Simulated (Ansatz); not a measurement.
# Nudged elastic band run: C$_{2}$H$_{10}$O$_{2}$Si$_{2}$

Input:

```yaml
crystal:
  periodic: [false, false, false]
  atoms:
    - { symbol: O, position_ang: [0.265363, -2.99451, -1.151762] }
    - { symbol: C, position_ang: [1.383352, -2.184027, -0.886454] }
    - { symbol: O, position_ang: [1.101343, -0.806203, -0.926381] }
    - { symbol: C, position_ang: [0.217105, -0.368465, 0.11188] }
    - { symbol: Si, position_ang: [-0.123676, 1.487474, -0.168406] }
    - { symbol: Si, position_ang: [-1.541831, 2.358583, 1.497477] }
    - { symbol: H, position_ang: [-0.026618, -2.792424, -2.055962] }
    - { symbol: H, position_ang: [1.730107, -2.488366, 0.110232] }
    - { symbol: H, position_ang: [2.182868, -2.328767, -1.624246] }
    - { symbol: H, position_ang: [0.67804, -0.535628, 1.100023] }
    - { symbol: H, position_ang: [-0.716716, -0.947035, 0.091456] }
    - { symbol: H, position_ang: [1.166841, 2.230978, -0.162462] }
    - { symbol: H, position_ang: [-0.754975, 1.670433, -1.50546] }
    - { symbol: H, position_ang: [-0.944613, 2.193119, 2.852987] }
    - { symbol: H, position_ang: [-1.775795, 3.812068, 1.269496] }
    - { symbol: H, position_ang: [-2.863595, 1.670171, 1.491783] }
basis:
  gaussian: { orbitals: "6-31G*" }
hamiltonian:
  xc: b3lyp
neb:
  order_check: false
  images: 7
  f_tol: 0.03
  max_iterations: 40
  final_atoms:
    - { symbol: O, position_ang: [1.27117174, -2.84285129, -0.12716996] }
    - { symbol: C, position_ang: [1.45647901, -1.7316744, -0.97080643] }
    - { symbol: O, position_ang: [0.24797396, -1.16942852, -1.42099114] }
    - { symbol: C, position_ang: [-0.53914319, -0.56437107, -0.37796908] }
    - { symbol: Si, position_ang: [-0.12769464, 1.29935939, -0.18573143] }
    - { symbol: Si, position_ang: [-1.30929946, 2.29431762, 1.59202369] }
    - { symbol: H, position_ang: [0.78857941, -3.51226264, -0.63968709] }
    - { symbol: H, position_ang: [2.04513486, -1.0193021, -0.37944616] }
    - { symbol: H, position_ang: [1.99937204, -1.99413003, -1.88712187] }
    - { symbol: H, position_ang: [-0.41785742, -1.12202096, 0.55918667] }
    - { symbol: H, position_ang: [-1.5868265, -0.67458014, -0.68010403] }
    - { symbol: H, position_ang: [1.33640139, 1.46372878, 0.04513621] }
    - { symbol: H, position_ang: [-0.45824467, 1.99505215, -1.46096419] }
    - { symbol: H, position_ang: [-0.97021361, 1.64202732, 2.88845085] }
    - { symbol: H, position_ang: [-0.97768458, 3.74264845, 1.70046026] }
    - { symbol: H, position_ang: [-2.78094836, 2.17088842, 1.38893471] }
  initial_path:
    images:
      - { positions_ang: [[0.265363, -2.99451, -1.151762], [1.383352, -2.184027, -0.886454], [1.101343, -0.806203, -0.926381], [0.217105, -0.368465, 0.11188], [-0.123676, 1.487474, -0.168406], [-1.541831, 2.358583, 1.497477], [-0.026618, -2.792424, -2.055962], [1.730107, -2.488366, 0.110232], [2.182868, -2.328767, -1.624246], [0.67804, -0.535628, 1.100023], [-0.716716, -0.947035, 0.091456], [1.166841, 2.230978, -0.162462], [-0.754975, 1.670433, -1.50546], [-0.944613, 2.193119, 2.852987], [-1.775795, 3.812068, 1.269496], [-2.863595, 1.670171, 1.491783]] }
      - { positions_ang: [[0.409705, -3.02771114, -0.96920489], [1.39237857, -2.12729096, -0.88952814], [0.93369186, -0.85924693, -1.02598316], [0.11231691, -0.37191387, 0.01738298], [-0.11478861, 1.48786389, -0.18277341], [-1.50366789, 2.33650908, 1.50770574], [0.08575511, -2.97451111, -1.84734438], [1.81856514, -2.24430228, 0.04662449], [2.15182182, -2.29387353, -1.6486966], [0.52127089, -0.5979456, 1.00485721], [-0.87552441, -0.8609022, -0.02384676], [1.21371353, 2.1411386, -0.11180408], [-0.71034063, 1.79156677, -1.50435256], [-0.95216799, 2.05664004, 2.84768607], [-1.65675252, 3.78870706, 1.37036897], [-2.8487768, 1.73267319, 1.45310953]] }
      - { positions_ang: [[0.55404699, -3.06091228, -0.78664778], [1.40140514, -2.07055491, -0.89260228], [0.76604071, -0.91229087, -1.12558533], [0.00752883, -0.37536275, -0.07711404], [-0.10590121, 1.48825377, -0.19714082], [-1.46550477, 2.31443516, 1.51793448], [0.19812822, -3.15659822, -1.63872676], [1.90702329, -2.00023856, -0.01698302], [2.12077565, -2.25898006, -1.6731472], [0.36450179, -0.66026321, 0.90969142], [-1.03433283, -0.77476941, -0.13914953], [1.26058606, 2.05129919, -0.06114616], [-0.66570625, 1.91270055, -1.50324511], [-0.95972297, 1.92016108, 2.84238515], [-1.53771004, 3.76534613, 1.47124193], [-2.83395859, 1.79517539, 1.41443605]] }
      - { positions_ang: [[0.69838899, -3.09411342, -0.60409068], [1.41043171, -2.01381887, -0.89567642], [0.59838957, -0.9653348, -1.22518749], [-0.09725926, -0.37881162, -0.17161106], [-0.09701382, 1.48864366, -0.21150823], [-1.42734166, 2.29236124, 1.52816322], [0.31050133, -3.33868532, -1.43010914], [1.99548143, -1.75617484, -0.08059052], [2.08972947, -2.22408659, -1.6975978], [0.20773268, -0.72258081, 0.81452563], [-1.19314124, -0.68863661, -0.25445229], [1.30745858, 1.96145979, -0.01048824], [-0.62107188, 2.03383432, -1.50213767], [-0.96727796, 1.78368212, 2.83708422], [-1.41866755, 3.74198519, 1.5721149], [-2.81914039, 1.85767758, 1.37576258]] }
      - { positions_ang: [[0.84273098, -3.12731456, -0.42153357], [1.41945828, -1.95708283, -0.89875056], [0.43073843, -1.01837874, -1.32478965], [-0.20204734, -0.38226049, -0.26610808], [-0.08812643, 1.48903354, -0.22587564], [-1.38917855, 2.27028732, 1.53839196], [0.42287444, -3.52077243, -1.22149152], [2.08393958, -1.51211112, -0.14419803], [2.05868329, -2.18919313, -1.7220484], [0.05096358, -0.78489841, 0.71935984], [-1.35194965, -0.60250381, -0.36975506], [1.35433111, 1.87162038, 0.04016968], [-0.5764375, 2.15496809, -1.50103023], [-0.97483295, 1.64720315, 2.8317833], [-1.29962507, 3.71862425, 1.67298787], [-2.80432219, 1.92017978, 1.3370891]] }
      - { positions_ang: [[0.94984117, -3.05619874, -0.34794267], [1.42871346, -1.90073072, -0.91676453], [0.38504731, -1.05614118, -1.34884002], [-0.28632131, -0.42778813, -0.29407333], [-0.09801848, 1.44161501, -0.21583959], [-1.36920878, 2.27629489, 1.55179989], [0.51430068, -3.51864498, -1.07604041], [2.0742384, -1.38890887, -0.20301006], [2.04385548, -2.14042735, -1.76331677], [-0.06624167, -0.86917905, 0.67931654], [-1.41066887, -0.62052289, -0.4473423], [1.34984868, 1.76964748, 0.04141131], [-0.5468893, 2.11498911, -1.49101372], [-0.97367811, 1.6459092, 2.84595019], [-1.21913995, 3.7246303, 1.67985597], [-2.79847873, 1.98285694, 1.3500505]] }
      - { positions_ang: [[1.05695136, -2.98508292, -0.27435176], [1.43796865, -1.84437861, -0.9347785], [0.3393562, -1.09390363, -1.37289039], [-0.37059527, -0.47331578, -0.32203858], [-0.10791053, 1.39419647, -0.20580354], [-1.349239, 2.28230247, 1.56520782], [0.60572692, -3.51651754, -0.93058931], [2.06453722, -1.26570661, -0.2618221], [2.02902767, -2.09166158, -1.80458514], [-0.18344692, -0.95345969, 0.63927325], [-1.46938808, -0.63854198, -0.52492954], [1.34536625, 1.66767458, 0.04265294], [-0.51734109, 2.07501012, -1.48099721], [-0.97252328, 1.64461524, 2.86011707], [-1.13865483, 3.73063635, 1.68672406], [-2.79263527, 2.0455341, 1.36301191]] }
      - { positions_ang: [[1.16406155, -2.91396711, -0.20076086], [1.44722383, -1.78802651, -0.95279247], [0.29366508, -1.13166608, -1.39694076], [-0.45486923, -0.51884342, -0.35000383], [-0.11780258, 1.34677793, -0.19576748], [-1.32926923, 2.28831004, 1.57861575], [0.69715317, -3.51439009, -0.7851382], [2.05483604, -1.14250435, -0.32063413], [2.01419986, -2.0428958, -1.8458535], [-0.30065217, -1.03774032, 0.59922996], [-1.52810729, -0.65656106, -0.60251678], [1.34088382, 1.56570168, 0.04389458], [-0.48779288, 2.03503114, -1.4709807], [-0.97136844, 1.64332128, 2.87428396], [-1.05816971, 3.7366424, 1.69359216], [-2.78679182, 2.10821126, 1.37597331]] }
      - { positions_ang: [[1.27117174, -2.84285129, -0.12716996], [1.45647901, -1.7316744, -0.97080643], [0.24797396, -1.16942852, -1.42099114], [-0.53914319, -0.56437107, -0.37796908], [-0.12769464, 1.29935939, -0.18573143], [-1.30929946, 2.29431762, 1.59202369], [0.78857941, -3.51226264, -0.63968709], [2.04513486, -1.0193021, -0.37944616], [1.99937204, -1.99413003, -1.88712187], [-0.41785742, -1.12202096, 0.55918667], [-1.5868265, -0.67458014, -0.68010403], [1.33640139, 1.46372878, 0.04513621], [-0.45824467, 1.99505215, -1.46096419], [-0.97021361, 1.64202732, 2.88845085], [-0.97768458, 3.74264845, 1.70046026], [-2.78094836, 2.17088842, 1.38893471]] }
```

Run as:

```bash
$ ansatz run input.yaml --threads 2 --pin off --max-ram 3072MiB --backend cpu --events-out ev --progress --plain --runs-dir out
```

Output, in part (warnings, iteration lines, the closing report on the highest movable image, with atoms numbered from 0):

```
NEB end point (image 0): max|allowed force component| = 8.286e-3 eV/Å (the criterion of neb.relax_end_points is 1.000e-2)
NEB end point (image 8): max|allowed force component| = 1.121e-2 eV/Å (the criterion of neb.relax_end_points is 1.000e-2)
NEB iter   1: max|band force component| = 3.670e0 eV/Å  barrier→ = 0.7233 eV  barrier← = 0.6807 eV  Δτ_max = 0.1999 Å  (231 SCF iters)
NEB iter   2: max|band force component| = 1.294e0 eV/Å  barrier→ = 0.1405 eV  barrier← = 0.0979 eV  Δτ_max = 0.1075 Å  (197 SCF iters)
NEB iter   3: max|band force component| = 3.744e-1 eV/Å  barrier→ = 0.0884 eV  barrier← = 0.0459 eV  CI = image 5  Δτ_max = 0.0829 Å  (200 SCF iters)
NEB iter   4: max|band force component| = 1.296e-1 eV/Å  barrier→ = 0.0689 eV  barrier← = 0.0263 eV  CI = image 5  Δτ_max = 0.0262 Å  (203 SCF iters)
NEB iter   5: max|band force component| = 5.182e-2 eV/Å  barrier→ = 0.0668 eV  barrier← = 0.0242 eV  CI = image 5  Δτ_max = 0.0277 Å  (191 SCF iters)
NEB iter   6: max|band force component| = 3.348e-2 eV/Å  barrier→ = 0.0659 eV  barrier← = 0.0233 eV  CI = image 5  Δτ_max = 0.0246 Å  (184 SCF iters)
NEB iter   7: max|band force component| = 4.330e-2 eV/Å  barrier→ = 0.0654 eV  barrier← = 0.0228 eV  CI = image 5  Δτ_max = 0.0123 Å  (159 SCF iters)
NEB iter   8: max|band force component| = 2.735e-2 eV/Å  barrier→ = 0.0651 eV  barrier← = 0.0226 eV  CI = image 5  Δτ_max = 0.0000 Å  (348 SCF iters)
Total energy: -22085.57684922 eV, -811.6299790672 hartree
Atom 0 at     0.933649    -3.118226    -0.471120 Å, force     0.001259     0.003779    -0.001568 eV/Å
Atom 1 at     1.476438    -1.915857    -0.958369 Å, force     0.012280    -0.018954     0.002693 eV/Å
Atom 2 at     0.503942    -0.968458    -1.321150 Å, force    -0.018218     0.006142     0.017719 eV/Å
Atom 3 at    -0.290172    -0.476357    -0.223647 Å, force     0.019194    -0.006506    -0.027412 eV/Å
Atom 4 at    -0.121474     1.427423    -0.157188 Å, force    -0.002605    -0.001395     0.006275 eV/Å
Atom 5 at    -1.423514     2.364067     1.568653 Å, force     0.000518    -0.001975    -0.001179 eV/Å
Atom 6 at     0.390972    -3.497069    -1.182202 Å, force     0.001434     0.001527    -0.003959 eV/Å
Atom 7 at     2.121025    -1.546763    -0.149470 Å, force    -0.005777     0.003682    -0.001959 eV/Å
Atom 8 at     2.070685    -2.066814    -1.868509 Å, force    -0.000528     0.004303    -0.002057 eV/Å
Atom 9 at     0.026209    -0.936632     0.720782 Å, force    -0.001857    -0.001849     0.008169 eV/Å
Atom 10 at    -1.334046    -0.777308    -0.379961 Å, force    -0.005541     0.002853     0.002698 eV/Å
Atom 11 at     1.314046     1.768106     0.056365 Å, force     0.000159     0.002951     0.000202 eV/Å
Atom 12 at    -0.537019     2.000464    -1.467576 Å, force     0.000479    -0.001460     0.000209 eV/Å
Atom 13 at    -1.017739     1.819016     2.895354 Å, force    -0.001126     0.003110     0.001227 eV/Å
Atom 14 at    -1.266891     3.844717     1.609492 Å, force     0.001087     0.002397    -0.001616 eV/Å
Atom 15 at    -2.868910     2.057092     1.372745 Å, force    -0.000758     0.001395     0.000558 eV/Å
Dipole moment:    -0.039817    -0.135087    -0.089824 e Å
```

The run converged. A vibrational analysis at the climbing image gives one clearly imaginary mode, 63i cm⁻¹: a first-order saddle point.

Final band (atoms are numbered from 1 in the order of the input):

```
image  path coordinate (Å)  energy (kJ/mol)  dihedral C2–O3–C4–H10 (°)
    0                 0.00              0.0                         63
    1                 0.55              0.5                         52
    2                 1.10              1.8                         42
    3                 1.65              3.7                         29
    4                 2.20              5.5                         16
    5                 2.75              6.3                          1
    6                 3.23              5.7                        -13
    7                 3.72              4.6                        -25
    8                 4.20              4.1                        -34
```

Run time: 4.5 min on 2 threads of Arm Neoverse V2 (shared host), peak memory 0.32 GiB.
